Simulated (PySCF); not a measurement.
PySCF input for Al(H)(PH2)2 (AlH5P2), SMILES [PH2][AlH][PH2], B3LYP/pcJ-1. Geometry: ωB97X-D3(BJ)/def2-SVP. One conformer was computed; it need not be the lowest.

```python
import numpy as np
from pyscf import gto, scf, dft
from pyscf.prop.ssc import rks as ssc

mol = gto.M(
    atom='''
    Al    0.01803694   -0.79757625   -0.00000000
    H    -0.00414044   -2.38328699   -0.00000001
    P    -0.11733239    0.36204604    1.99721226
    H     0.85060069   -0.44198060    2.66522395
    H     0.79421529    1.38717915    1.61441972
    P    -0.11733239    0.36204604   -1.99721225
    H     0.79421529    1.38717917   -1.61441972
    H     0.85060068   -0.44198059   -2.66522396
    ''',
    basis='pcJ-1',
    charge=0,
    spin=0,
    max_memory=1600,
    verbose=3,
)
mf = dft.RKS(mol, xc='b3lyp')
mf.grids.level = 3
mf.conv_tol = 1e-10
mf.max_cycle = 100
mf.kernel()
j = ssc.SSC(mf)
j.with_fcsd = True
j.max_cycle_cphf = 80
j.conv_tol = 1e-7
e11 = j.kernel()
```

Log of the run:

```
converged SCF energy = -922.073789888768
Reduced spin-spin coupling constant K (Hz)
               #0        #1        #2        #3        #4
        0 Al   0.00000
        1 H   38.65310   0.00000
        2 P  -13.18463   1.51489   0.00000
        3 H   -0.91347   0.04535  14.26508   0.00000
        4 H   -1.11474   0.11505  14.26069  -0.25390   0.00000
        5 P  -13.52666   1.56613  -1.75834   1.08477  -0.47442
        6 H   -1.11449   0.11506  -0.13818  -0.01422   0.04460
        7 H   -0.91382   0.04533   0.89282   0.05759  -0.01397
               #5        #6        #7
        5 P    0.00000
        6 H   14.25131   0.00000
        7 H   14.26675  -0.25374   0.00000
Spin-spin coupling constant J (Hz)
               #0        #1        #2        #3        #4
        0 Al   0.00000
        1 H  314.48698   0.00000
        2 P  -43.46422  19.15058   0.00000
        3 H   -7.43211   1.41492 180.33258   0.00000
        4 H   -9.06969   3.58948 180.27716  -7.92165   0.00000
        5 P  -44.59176  19.79830  -9.00635  13.71316  -5.99740
        6 H   -9.06765   3.58987  -1.74683  -0.44380   1.39147
        7 H   -7.43495   1.41442  11.28663   1.79692  -0.43586
               #5        #6        #7
        5 P    0.00000
        6 H  180.15860   0.00000
        7 H  180.35372  -7.91665   0.00000
```

The calculation finished and met its thresholds.
